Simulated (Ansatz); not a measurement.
Mulliken charges of F3H3Si2, SMILES `F[Si](F)(F)[SiH3]` from B3LYP/def2-TZVPP in Ansatz (PBE0-D4/def2-TZVP geometry).

```json
{"atom": "F1", "x (Å)": "1.310", "y (Å)": "-1.060", "z (Å)": "1.505", "charge (e)": "-0.296"}
{"atom": "Si2", "x (Å)": "0.534", "y (Å)": "-0.991", "z (Å)": "0.128", "charge (e)": "0.908"}
{"atom": "F3", "x (Å)": "-0.479", "y (Å)": "-2.205", "z (Å)": "0.108", "charge (e)": "-0.296"}
{"atom": "F4", "x (Å)": "1.596", "y (Å)": "-1.256", "z (Å)": "-1.014", "charge (e)": "-0.296"}
{"atom": "Si5", "x (Å)": "-0.551", "y (Å)": "1.050", "z (Å)": "-0.153", "charge (e)": "0.092"}
{"atom": "H6", "x (Å)": "-1.526", "y (Å)": "1.228", "z (Å)": "0.952", "charge (e)": "-0.037"}
{"atom": "H7", "x (Å)": "0.461", "y (Å)": "2.136", "z (Å)": "-0.123", "charge (e)": "-0.037"}
{"atom": "H8", "x (Å)": "-1.253", "y (Å)": "1.040", "z (Å)": "-1.460", "charge (e)": "-0.037"}
```

Q: By hand: the dipole of these point charges (1 e Å = 4.8032 D).

A: Σ q r = (-0.198, 0.372, -0.052) e Å, of length 0.425 e Å = 2.04 D.

Q: How does the dipole of the full density compare? (Estimate.)

A: Ansatz gave: (-0.201, 0.379, -0.052) e Å, 2.08 D; the point charges give 0.98 times that, at 0° from its direction.

Point charges leave out the atoms' own dipoles, such as those of lone pairs, and Mulliken's split depends on the basis, so the close match here is no proof of good charges.

B3LYP here is the variant with VWN-RPA as its local correlation; programs differ in this.
